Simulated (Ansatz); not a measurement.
System: CH5GeS, charge -1, multiplicity 1. It need not be the lowest isomer of its formula. Whether it binds its extra electron was not tested at this geometry. 
Coordinates optimised at B3LYP-D3(BJ)/def2-TZVP (Ansatz, a quantum-chemistry and plane-wave program):
```xyz
8

C     -2.1112    -0.2601    -0.7662
S     -1.0692    -0.3787     0.7289
Ge     1.0990     0.2346    -0.0497
H     -2.0874     0.7558    -1.1647
H     -1.7429    -0.9372    -1.5391
H     -3.1450    -0.5248    -0.5202
H      1.0172    -0.7047    -1.3714
H      0.5638     1.5238    -0.8787
```
Charge -1, spin multiplicity 1.

Total electronic energies in hartree. Cores are frozen in the correlated levels unless marked. No spin-orbit coupling. Frozen are the shells of the preceding noble gas and the d and f shells that filled before the atom's block. No relativistic terms. CBS marks a two-point X^-3 extrapolation of the correlation energy; Hartree-Fock from the larger set.

```tsv
level	program	energy (Eh)
HF/STO-3G	Ansatz	-2485.09328
PBE-D4/def2-TZVPD	Ansatz + dftd4	-2515.84307
BLYP/def2-TZVPD	Ansatz	-2516.40862
r2SCAN/def2-TZVPD	Ansatz	-2516.31830
B97M-V/def2-TZVPD	Ansatz	-2515.89390
B3LYP-D4/def2-TZVPD	Ansatz + dftd4	-2516.46787
PBE0-D3(BJ)/def2-TZVPD	Ansatz + dftd3	-2515.93384
PBE0-D4/def2-TZVP	Ansatz + dftd4	-2515.92955
BHLYP/def2-TZVPD	Ansatz	-2516.32707
LC-wPBE-D4/def2-TZVPD	Ansatz + dftd4	-2515.97325
PBE-QIDH/def2-TZVPD	Ansatz	-2515.44999
SCS-MP2/def2-QZVPPD	Ansatz	-2514.31629
CCSD/def2-SVPD	Ansatz	-2513.74168
CCSD(T)/6-31G*	Ansatz	-2513.77855
CCSD(T)/CBS(def2-TZVPPD,def2-QZVPPD)	Ansatz	-2514.3941
```

Totals of different functionals don't rank their quality; only differences between species are comparable.
